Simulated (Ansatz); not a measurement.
`Cl[Si](Cl)(Cl)[TeH]` and `Cl[Si](Cl)(Cl)I` differ in one atom or group.

Ansatz, PBE0-D4/def2-TZVP geometries, multiplicity 1. 

Elements past krypton have def2 core potentials.

| property | `Cl[Si](Cl)(Cl)[TeH]` |
| --- | --- |
| HOMO energy (ωB97M-V/def2-TZVPP) / eV | -9.15 |
| HOMO–LUMO gap (B3LYP/def2-TZVPP) / eV | 5.12 |
| size of the dipole moment (ωB97M-V/def2-TZVPP) / D | 1.17 |
| ideal-gas entropy at 298 K and 1 bar (rigid rotor, harmonic PBE0-D4/def2-TZVP) / J/(mol·K) | 391 |
| HOMO energy (PBE/def2-TZVPP) / eV | -5.99 |
| HOMO–LUMO gap (ωB97M-V/def2-TZVPP) / eV | 9.53 |

Q: Give the same properties after the change, and the shifts. (Estimate.)

A: Ansatz gave: 
```csv
property,`Cl[Si](Cl)(Cl)I`,shift
HOMO energy (ωB97M-V/def2-TZVPP) / eV,-10.37,-1.22
HOMO–LUMO gap (B3LYP/def2-TZVPP) / eV,6.28,1.16
size of the dipole moment (ωB97M-V/def2-TZVPP) / D,0.38,-0.79
"ideal-gas entropy at 298 K and 1 bar (rigid rotor, harmonic PBE0-D4/def2-TZVP) / J/(mol·K)",364,-27
HOMO energy (PBE/def2-TZVPP) / eV,-7.06,-1.07
HOMO–LUMO gap (ωB97M-V/def2-TZVPP) / eV,10.86,1.33
```

The zero-point energy changes by -16.6 kJ/mol with -3 modes. Dipoles are sizes alone; their direction can turn.

B3LYP here is the variant with VWN-RPA as its local correlation; programs differ in this.

Spin–orbit coupling is left out; it splits and shifts lone-pair levels of the heavy atoms by tenths of an eV.
